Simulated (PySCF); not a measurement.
ClMg, multiplicity 2. Atoms are numbered in the order given.

```xyz
2

Mg     0.0000     0.0000    -1.3032
Cl     0.0000     0.0000     0.9199
```
Charge 0, spin multiplicity 2.

Geometry: B3LYP-D3(BJ)/def2-TZVPD. The spin state was assumed, not searched.

Calculation: PBE/def2-TZVPD in PySCF.

Mulliken values depend strongly on the basis, most of all with diffuse functions as here. ESP charges are fitted to the potential on shells at 1.4 to 2.0 van der Waals radii. Atomic charges (e):

```json
[
 {"atom": "Mg1", "Mulliken": "0.42", "ESP fit": "0.36", "meta-Löwdin": "?", "Mulliken spin": "0.94"},
 {"atom": "Cl2", "Mulliken": "-0.42", "ESP fit": "-0.36", "meta-Löwdin": "?", "Mulliken spin": "0.06"}
]
```

**Question.** Fill in the missing entries. (An estimate is asked for; the answer gives what the named calculation found.)

**Answer.** 
- Mg1, meta-Löwdin: 0.82
- Cl2, meta-Löwdin: -0.82
